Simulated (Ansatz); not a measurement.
Calculated with Ansatz (gas phase, PBE0-D4/def2-TZVP geometries, no zero-point term in ΔE). CBS: MP2 limit from def2 TZ/QZ plus the TZ coupled-cluster correction, frozen cores. This one scheme is used for every species. Functionals use def2-TZVPP. Elements past krypton have def2 core potentials. For Ga, Sn outer-core shells are correlated without core-valence functions, which leaves a few kJ/mol of doubt a bond. Scalar relativity is left out up to krypton. One conformer a species, not always the lowest.

Consider the ligand exchange at the Sn–N bond: `[NH2][GaH][NH][SnH3]` + CH₃SH → `C[S][SnH3]` + `[NH2][GaH][NH2]`.

```
   level  ΔE (kJ/mol)
PBE-QIDH        -53.3
 r2SCANh        -56.8
```

**Question.** What does CCSD(T)/CBS give? (Best estimate.)

**Answer.** The calculation gave: -48.9 kJ/mol. The listed levels differ from it by -4.4, -7.9 kJ/mol.

Largest T1 diagnostic among the species: 0.014.

Leaving LDA and LC-ωPBE aside and taking each functional with its dispersion term where it has one, the values, not all of them listed here, spread over 7.6 kJ/mol, from HSE06-D4 to CAM-B3LYP-D4. In def2-TZVPP, CCSD(T) changes the Hartree–Fock value by +8.3 kJ/mol (the triples alone add +0.9 kJ/mol) and MP2 by +5.6 kJ/mol. At CCSD(T), def2-SVP lies +7.9 kJ/mol from the extrapolated value and def2-TZVPP +5.2 kJ/mol.

CCSD(T)/CBS has its own doubt, a few kJ/mol and more with outer-core shells, so smaller differences from it don't rank the levels.
